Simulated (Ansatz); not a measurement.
Geometry optimisation, RKS B3LYP/def2-SVP in Ansatz 0.2.0.

Input:

```yaml
crystal:
  periodic: [false, false, false]
  atoms:
    - { symbol: Ge, position_ang: [0.0, 0.0, 0.0] }
    - { symbol: O, position_ang: [0.0, 0.0, 1.77] }
    - { symbol: H, position_ang: [-0.9095, -0.2814, 2.1071] }
    - { symbol: O, position_ang: [1.6691, 0.0, -0.5894] }
    - { symbol: H, position_ang: [1.9855, -0.9521, -0.7061] }
    - { symbol: H, position_ang: [-0.73, 1.2648, -0.5162] }
    - { symbol: H, position_ang: [-0.73, -1.2648, -0.5162] }
basis:
  gaussian: { orbitals: def2-SVP }
hamiltonian:
  xc: b3lyp
relax:
  f_tol: 0.02
  max_steps: 40
output:
  orbitals: {}
```

Run as:

```bash
$ ansatz run input.yaml --threads 1 --pin off --max-ram 2048MiB --backend cpu --events-out ev --progress --plain --runs-dir out
```

**Question.** Where does it end, and by what steps?

**Answer.** It converged. The force dipped under the threshold on the way, but the program's further checks kept it going. After 21 steps the energy has fallen by 0.179 eV; H3 moved furthest, 0.74 Å.

```
step  energy less start (eV)  largest force component (eV/Å)  accepted
   0                  0.0000                           1.841       yes
   1                 -0.1156                           0.971       yes
   2                 -0.1414                           0.253       yes
   3                 -0.1567                           0.188       yes
   4                 -0.1585                           0.460       yes
   5                 -0.0399                           1.903        no
   6                 -0.1649                           0.297       yes
   7                 -0.1690                           0.152       yes
   8                 -0.1732                           0.092       yes
   9                 -0.1766                           0.017       yes
  10                 -0.1642                           0.943        no
  11                 -0.1771                           0.070       yes
  12                 -0.1781                           0.024       yes
  13                 -0.1754                           0.450        no
  14                 -0.1786                           0.014       yes
  15                 -0.1768                           0.369        no
  16                 -0.1788                           0.042       yes
  17                 -0.1789                           0.084       yes
  18                 -0.1791                           0.049       yes
  19                 -0.1792                           0.003       yes
  20                 -0.1793                           0.040       yes
  21                 -0.1793                           0.010       yes
```

```xyz
7
Properties=species:S:1:pos:R:3
Ge -0.145 0.045 -0.096
O -0.343 0.208 1.670
H -0.251 -0.623 2.154
O 1.575 -0.083 -0.555
H 1.972 -0.942 -0.359
H -0.616 1.375 -0.681
H -0.906 -1.213 -0.583
```

Whether the end is a true minimum wasn't checked by a vibrational analysis.

Time of the run: 33 s on 1 thread of Intel(R) Xeon(R) 6975P-C (Granite Rapids) (shared host), peak memory 0.17 GiB.
